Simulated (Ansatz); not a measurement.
Cl₃H₃OSi₂ (`O[SiH](Cl)[SiH](Cl)Cl`), relaxed with RKS PBE0-D4/def2-TZVP in the Gaussian-basis code of Ansatz from a PBE-D4/def2-SVP geometry. The force threshold is 0.005 eV/Å; the program also tests the step.

Total charge 0; spin multiplicity 1.

Start:

```xyz
9

O     1.279    1.029   -1.241
Si    0.900   -0.435   -0.527
Cl    0.017   -1.780   -1.853
Si   -0.754    0.044    1.079
Cl   -1.945   -1.596    1.517
Cl   -1.875    1.511    0.077
H     0.496    1.597   -1.390
H     2.186   -1.018   -0.040
H    -0.303    0.648    2.377
```

| step | energy (eV) | largest force (eV/Å) | largest move (Å) |
| --- | --- | --- | --- |
| 1 | -55406.5095 | 1.035 | 0.000 |
| 2 | -55406.5672 | 0.716 | 0.083 |
| 3 | -55406.5777 | 0.264 | 0.040 |
| 4 | -55406.5819 | 0.185 | 0.032 |
| 5 | -55406.5846 | 0.098 | 0.045 |
| 6 | -55406.5860 | 0.178 | 0.069 |
| 7 | -55406.5875 | 0.019 | 0.015 |
| 8 | -55406.5877 | 0.019 | 0.010 |
| 9 | -55406.5881 | 0.041 | 0.036 |
| 10 | -55406.5883 | 0.019 | 0.052 |
| 11 | -55406.5885 | 0.023 | 0.013 |
| 12 | -55406.5886 | 0.016 | 0.005 |
| 13 | -55406.5887 | 0.001 | 0.005 |
| 14 | -55406.5887 | 0.001 | 0.005 |

End:

```xyz
9

O     1.382    0.997   -1.188
Si    0.859   -0.403   -0.524
Cl   -0.038   -1.622   -1.912
Si   -0.792    0.060    1.076
Cl   -1.799   -1.636    1.614
Cl   -2.075    1.379    0.153
H     0.722    1.600   -1.537
H     2.059   -1.087   -0.001
H    -0.318    0.712    2.319
```

It took 31 s on 2 threads of an AMD EPYC 7R13 on a shared host and a share of an NVIDIA H100 80 GB, with 0.88 GiB of host memory at the peak.
